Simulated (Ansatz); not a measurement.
Molecule: CH8BN2O, net charge 1, singlet state. It need not be the lowest isomer of its formula. SMILES: C[OH+]B(N)N
Coordinates optimised at B3LYP-D3(BJ)/def2-TZVP (Ansatz, an electronic-structure program):
```
B
N 1 1.3856
H 2 1.0061 1 125.54
H 2 1.0077 3 112.64 1 -171.08
N 1 1.3880 2 131.38 3 -159.23
H 5 1.0071 1 124.79 2 -156.15
H 5 1.0076 6 112.69 1 -169.25
O 1 1.5035 2 115.60 3 20.70
H 8 0.9692 1 116.14 2 -144.51
C 8 1.4814 9 114.16 1 -162.26
H 10 1.0839 8 105.81 9 -162.58
H 10 1.0850 11 111.00 8 -115.34
H 10 1.0862 11 112.35 12 -126.27
```
Charge +1, spin multiplicity 1.

Parts of the frozen-core correlation energy in cc-pwCVTZ (Ansatz, hartree). Frozen orbitals: 5; correlated occupied orbitals by spin: 15 and 15; virtual: 307 and 307. No spin-orbit coupling. Non-relativistic.

| term | value |
|---|---|
| reference (HF) | -250.95242 |
| MP2 opposite-spin | ? |
| MP2 same-spin | -0.22377 |
| CCSD correlation | ? |
| (T) | ? |
| T1 diagnostic | 0.010 |
| largest doubles amplitude | 0.016 |

### Question
Complete the blanks.

### Answer

- MP2 opposite-spin, value: -0.72258
- CCSD correlation, value: -0.98054
- (T), value: -0.03669
